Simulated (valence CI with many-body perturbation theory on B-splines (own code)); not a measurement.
# E1 transitions of Cl IV

Level of theory: valence CI with perturbative core correlation (CI+MBPT): four valence electrons over a frozen Dirac-Fock core [Ne], a basis of 11 s, 11 p, 10 d, 8 f, 5 g, 2 h functions for each j, with the one-electron correlation potential Σ1, the two-electron term Σ2, the three-electron term Σ3, Breit, model QED; selected CI, second order for the rest, scaled by the run's own slope (own B-spline code, finite nucleus).

Against 24 measured levels this calculation errs by 115 cm⁻¹ on average and by 405 at most. These come from a selection out of Moore, Atomic Energy Levels, vol. I, NSRDS-NBS 35 (1971 reprint of NBS Circular 467, 1949), an old analysis. Levels without a partner in it may be off by more. Among the levels kept, up to 980 cm⁻¹ of a level comes from second order outside the variational space, and about a tenth of that is noise between levels of different J, which matters for small intervals.

Lines 101 to 150 of 516 in falling wavelength, among levels below 349408 cm⁻¹, chosen from the strongest by gf and those to the six lowest levels. Wavelengths and rates use the calculated energies, so an error of 100 cm⁻¹ moves a line at 3173 Å by 0.32 % and its rate by three times that or more. Electric multipoles are in the length gauge, E1 and E2 with the static RPA response of the core. Weak lines are less certain than strong ones. Lines between different terms over intervals too small for the method are left out, as are lines whose strength nearly cancels. Where a level lies close to another of its J and parity, the split of strength between their lines is uncertain. The highest levels of a list are the least certain.

Names give the largest LS component (configuration and term), which can be under half, so a name can repeat, a term be missing and a line seem to break the LS rules; names also repeat where a configuration has a term twice. Letters in brackets count levels of one name in rising energy.

| λ vac (Å) | λ from measured levels | Upper | Lower | A (s⁻¹) | S (a.u.) with core polarisation | S without |
| --- | --- | --- | --- | --- | --- | --- |
| 3437 |  | 3s2 3p 5p 3D_2 [a] | 3s2 3p 4d 3F°_3 | 1.15e+08 | 1.15e+01 | 1.15e+01 |
| 3417 |  | 3s2 3p 5d 3D°_2 [a] | 3s2 3p 4f 3G_3 | 3.42e+07 | 3.37e+00 | 3.37e+00 |
| 3413 |  | 3s2 3p 5p 3P_1 [b] | 3s2 3p 4d 3P°_0 | 8.22e+07 | 4.84e+00 | 4.84e+00 |
| 3413 |  | 3s2 3p 5p 3S_1 | 3s2 3p 4d 3P°_1 | 9.33e+07 | 5.49e+00 | 5.49e+00 |
| 3408 |  | 3s2 3p 5d 3F°_4 | 3s2 3p 4f 3G_5 | 7.35e+07 | 1.29e+01 | 1.29e+01 |
| 3399 |  | 3s2 3p 5p 1D_2 [b] | 3s2 3p 4d 3P°_1 | 2.78e+07 | 2.70e+00 | 2.70e+00 |
| 3387 |  | 3s 3p2 3d 3D_3 [d] | 3s2 3p 4d 3P°_2 | 1.22e+08 | 1.63e+01 | 1.63e+01 |
| 3387 |  | 3s 3p2 4p 3D°_2 | 3s 3p2 4s 3P_2 | 3.23e+07 | 3.10e+00 | 3.10e+00 |
| 3384 |  | 3s2 3p 5p 1P_1 | 3s2 3p 4d 3F°_2 | 1.01e+08 | 5.82e+00 | 5.81e+00 |
| 3380 |  | 3s2 3p 5p 3P_2 | 3s2 3p 4d 3P°_1 | 7.13e+07 | 6.79e+00 | 6.79e+00 |
| 3357 |  | 3s2 3p 5p 1D_2 [b] | 3s2 3p 4d 3P°_2 | 4.82e+07 | 4.50e+00 | 4.50e+00 |
| 3343 |  | 3s2 3p 5p 3D_1 | 3s2 3p 4d 1D°_2 | 1.30e+08 | 7.18e+00 | 7.17e+00 |
| 3339 |  | 3s 3p2 4p 3D°_1 | 3s 3p2 3d 3D_1 [c] | 3.85e+07 | 2.12e+00 | 2.13e+00 |
| 3323 |  | 3s 3p2 3d 3D_1 [d] | 3s2 3p 4d 3P°_0 | 5.02e+07 | 2.73e+00 | 2.73e+00 |
| 3317 |  | 3s 3p2 4p 3D°_3 | 3s 3p2 4s 3P_2 | 1.70e+08 | 2.14e+01 | 2.14e+01 |
| 3307 |  | 3s2 3p 5p 3D_2 [b] | 3s2 3p 4d 3P°_1 | 2.24e+07 | 2.00e+00 | 2.00e+00 |
| 3301 |  | 3s 3p2 3d 3D_1 [d] | 3s2 3p 4d 3P°_1 | 6.21e+07 | 3.31e+00 | 3.31e+00 |
| 3299 |  | 3s 3p2 4p 3D°_2 | 3s 3p2 4s 3P_1 | 7.95e+07 | 7.05e+00 | 7.06e+00 |
| 3297 |  | 3s 3p2 4p 3D°_2 | 3s 3p2 3d 3D_1 [c] | 5.85e+07 | 5.17e+00 | 5.18e+00 |
| 3294 |  | 3s 3p2 4p 3D°_1 | 3s 3p2 4s 3P_0 | 1.02e+08 | 5.42e+00 | 5.43e+00 |
| 3270 |  | 3s2 3p 5d 3F°_3 | 3s2 3p 4f 1G_4 | 1.73e+07 | 2.09e+00 | 2.09e+00 |
| 3267 |  | 3s2 3p 5p 3D_2 [b] | 3s2 3p 4d 3P°_2 | 3.75e+07 | 3.23e+00 | 3.23e+00 |
| 3253 |  | 3s2 3p 5p 1P_1 | 3s2 3p 4d 1D°_2 | 7.65e+07 | 3.90e+00 | 3.90e+00 |
| 3176 |  | 3s2 3p 5p 1S_0 [b] | 3s2 3p 4d 1P°_1 | 2.28e+08 | 3.60e+00 | 3.60e+00 |
| 3173 | 3169 | 3s2 3p 4p 3D_2 | 3s2 3p 4s 3P°_2 | 3.34e+07 | 2.64e+00 | 2.64e+00 |
| 3166 |  | 3s2 3p 5p 3P_1 [a] | 3s2 3p 4d 3D°_2 | 9.10e+07 | 4.28e+00 | 4.27e+00 |
| 3128 |  | 3s 3p2 4p 5D°_1 | 3s 3p2 4s 5P_2 | 4.24e+07 | 1.92e+00 | 1.93e+00 |
| 3127 |  | 3s 3p2 3d 3D_3 [d] | 3s2 3p 4d 3F°_4 | 2.78e+07 | 2.94e+00 | 2.95e+00 |
| 3126 |  | 3s 3p2 4p 5D°_3 | 3s 3p2 4s 5P_3 | 5.37e+07 | 5.66e+00 | 5.68e+00 |
| 3121 |  | 3s2 3p 5p 3P_0 | 3s2 3p 4d 3D°_1 | 2.57e+08 | 3.86e+00 | 3.86e+00 |
| 3111 |  | 3s2 3p 4p 3D_1 | 3s2 3p 4s 3P°_1 | 5.69e+07 | 2.54e+00 | 2.54e+00 |
| 3099 |  | 3s 3p2 4p 5D°_2 | 3s 3p2 4s 5P_2 | 1.11e+08 | 8.18e+00 | 8.20e+00 |
| 3093 |  | 3s2 3p 5p 3P_2 | 3s2 3p 4d 3D°_3 | 1.39e+08 | 1.02e+01 | 1.02e+01 |
| 3092 |  | 3s 3p2 4p 5D°_0 | 3s 3p2 4s 5P_1 | 2.04e+08 | 2.98e+00 | 2.99e+00 |
| 3082 | 3078 | 3s2 3p 4p 3D_3 | 3s2 3p 4s 3P°_2 | 1.97e+08 | 2.00e+01 | 2.00e+01 |
| 3078 |  | 3s 3p2 4p 5D°_1 | 3s 3p2 4s 5P_1 | 1.63e+08 | 7.02e+00 | 7.04e+00 |
| 3078 |  | 3s2 3p 5p 1D_2 [a] | 3s2 3p 4d 3F°_3 | 3.70e+07 | 2.66e+00 | 2.66e+00 |
| 3075 |  | 3s2 3p 4p 3D_1 | 3s2 3p 4s 3P°_0 | 1.20e+08 | 5.18e+00 | 5.19e+00 |
| 3071 |  | 3s2 3p 5p 3P_1 [a] | 3s2 3p 4d 3F°_2 | 4.60e+07 | 1.97e+00 | 1.97e+00 |
| 3068 |  | 3s2 3p 5p 3P_1 [b] | 3s2 3p 4d 3D°_2 | 7.75e+07 | 3.31e+00 | 3.31e+00 |
| 3068 | 3064 | 3s2 3p 4p 3D_2 | 3s2 3p 4s 3P°_1 | 1.61e+08 | 1.15e+01 | 1.15e+01 |
| 3066 |  | 3s 3p2 4p 5D°_4 | 3s 3p2 4s 5P_3 | 2.10e+08 | 2.69e+01 | 2.69e+01 |
| 3054 |  | 3s 3p2 4p 5D°_3 | 3s 3p2 4s 5P_2 | 1.55e+08 | 1.52e+01 | 1.53e+01 |
| 3049 |  | 3s 3p2 4p 5D°_2 | 3s 3p2 4s 5P_1 | 8.63e+07 | 6.04e+00 | 6.06e+00 |
| 3023 |  | 3s2 3p 5d 1D°_2 | 3s2 3p 4f 1F_3 | 3.87e+07 | 2.64e+00 | 2.64e+00 |
| 3022 |  | 3s2 3p 5p 3D_3 [b] | 3s2 3p 4d 3D°_3 | 5.10e+07 | 4.86e+00 | 4.86e+00 |
| 3016 |  | 3s2 3p 5p 3D_3 [b] | 3s2 3p 4d 3F°_4 | 1.07e+08 | 1.01e+01 | 1.01e+01 |
| 3007 |  | 3s2 3p 5p 1D_2 [b] | 3s2 3p 4d 3F°_3 | 4.92e+07 | 3.30e+00 | 3.30e+00 |
| 3000 |  | 3s2 3p 5p 3D_2 [b] | 3s2 3p 4d 3D°_2 | 4.75e+07 | 3.16e+00 | 3.16e+00 |
| 2996 |  | 3s2 3p 5p 3S_1 | 3s2 3p 4d 3F°_2 | 6.76e+07 | 2.69e+00 | 2.69e+00 |
